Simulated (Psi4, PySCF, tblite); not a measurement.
Intermolecular potential of HCl ··· BF3 (SMILES Cl and FB(F)F), singlet. Monomers: optimised at B3LYP-D3(BJ) (def2-TZVP), held rigid. Orientation: lowest of the rigid-body minima from ten starts at GFN2-xTB (searched outside a hard wall at short contacts). R is the distance of the centres of mass, along which the second monomer moves. The shortest distances reach bonding range, where SAPT0 and rigid monomers are unreliable.

Geometry at R = 2.74 Å (first 2 atoms: monomer A):
```
6

Cl     0.6410     0.0000     0.0000
H     -0.6410     0.0000     0.0000
F      0.5457    -0.6501     2.9646
B      1.7165    -0.7758     2.3779
F      2.0651    -1.9248     1.8405
F      2.5408     0.2482     2.3298
```

Levels of theory: HF/aug-cc-pVDZ, counterpoise-corrected (Psi4); SCS-MP2/aug-cc-pVDZ = DF-SCS-MP2/aug-cc-pVDZ, frozen core, counterpoise-corrected (Psi4); MP2/aug-cc-pVDZ = DF-MP2/aug-cc-pVDZ, frozen core, counterpoise-corrected run with Psi4 1.11; GFN2-xTB (tblite); RKS-M06-2X/6-31G* = PySCF 2.14.0 with restricted M06-2X/6-31G*, spherical d, no counterpoise correction.

Interaction energies in kJ/mol (negative: bound); R is the distance of the centres of mass, d the Cl1···B4 distance.

```tsv
R / Å	d / Å	HF/aug-cc-pVDZ	SCS-MP2/aug-cc-pVDZ	MP2/aug-cc-pVDZ	GFN2-xTB	RKS-M06-2X/6-31G*
2.18	2.16	119.32	109.24	101.94	29.14	76.41
2.31	2.29	77.29	68.37	62.38	5.62	41.01
2.57	2.55	29.88	23.11	19.15	-12.28	2.89
2.74	2.72	14.50	8.95	5.94	-13.66	-7.26
2.95	2.93	4.45	0.19	-1.95	-12.06	-11.25
3.16	3.14	-0.17	-3.40	-4.91	-9.73	-10.83
3.45	3.43	-2.38	-4.51	-5.47	-7.05	-8.31
3.75	3.73	-2.64	-3.99	-4.59	-5.23	-5.91
4.22	4.20	-2.01	-2.66	-2.95	-3.45	-3.41
4.95	4.93	-1.08	-1.28	-1.39	-1.81	-1.40
5.95	5.93	-0.49	-0.53	-0.57	-0.76	-0.49
7.21	7.19	-0.21	-0.22	-0.23	-0.28	-0.21
```

Lowest grid point: HF/aug-cc-pVDZ -2.64 kJ/mol at R = 3.75 Å; SCS-MP2/aug-cc-pVDZ -4.51 kJ/mol at R = 3.45 Å; MP2/aug-cc-pVDZ -5.47 kJ/mol at R = 3.45 Å; GFN2-xTB -13.66 kJ/mol at R = 2.74 Å; RKS-M06-2X/6-31G* -11.25 kJ/mol at R = 2.95 Å.
